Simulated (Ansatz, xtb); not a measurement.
## C8H6BF3Se: where a starting geometry ends

The starting geometry of this gas-phase singlet was built from a drawn formula by distance geometry and a force field; its bonds are those of `FC(F)(F)CC#C[C@@H]1[Se]B2C=C[C@H]21`.

```
atom    x (Å)    y (Å)    z (Å)
   C   1.9906  -1.1094   1.5591
   C   1.4001  -1.9315   0.4277
   C   0.7695  -1.0788  -0.5548
   C   0.1922  -0.3932  -1.3564
   C  -0.4705   0.5372  -2.2929
   C  -1.4878   3.1957  -2.8816
   C  -2.3698   2.1269  -2.5590
   C  -1.3642   1.5937  -1.6541
   B  -0.4383   2.8122  -1.7628
   F   1.0258  -0.4334   2.1795
   F   2.9851  -0.2274   1.0388
   F   2.6325  -1.9864   2.4580
  Se   0.7513   1.7931  -3.0548
   H   2.2457  -2.5483  -0.0754
   H   0.6894  -2.6927   0.8260
   H  -1.0430  -0.0380  -3.1050
   H  -1.5755   3.9935  -3.5869
   H  -3.3101   1.8057  -2.9190
   H  -1.7240   1.3647  -0.6455
```

**Question.** Predict what it relaxes into with r2SCAN-D4/def2-SVP.

**Answer.** It keeps its bonds, and is `FC(F)(F)CC#C[C@@H]1[Se]B2C=C[C@H]21`.

The energy falls by 3.29 eV over 59 steps:

| step | E − E(last) (eV) |
| --- | --- |
| 1 | 3.294 |
| 7 | 0.014 |
| 14 | 0.008 |
| 20 | 0.006 |
| 27 | 0.004 |
| 33 | 0.002 |
| 40 | 0.001 |
| 46 | 0.001 |
| 53 | 0.000 |
| 59 | 0.000 |

Final geometry (Å):

```xyz
19

C     1.6213   -1.4374    1.7942
C     1.8158   -1.7871    0.3286
C     0.9390   -1.0441   -0.5593
C     0.2101   -0.4202   -1.3089
C    -0.6420    0.3540   -2.1645
C    -1.6039    3.4985   -3.0987
C    -2.1261    2.5399   -2.2693
C    -0.9156    1.8085   -1.7118
B    -0.4491    2.5151   -3.0285
F     0.3763   -1.7096    2.2087
F     1.8577   -0.1403    2.0319
F     2.4695   -2.1531    2.5535
Se    0.2604    0.9175   -3.9524
H     2.8762   -1.5938    0.0906
H     1.6551   -2.8746    0.2338
H    -1.5483   -0.2026   -2.4601
H    -2.1247    4.2273   -3.7212
H    -3.1745    2.1958   -2.2240
H    -0.5982    2.0898   -0.7016
```

From the same start GFN2-xTB reaches the same bonding as this run.

The end wasn't checked by frequencies. Run with Ansatz 0.2.0, 94 s on 8 threads of Intel(R) Xeon(R) 6975P-C (Granite Rapids), on a shared host.
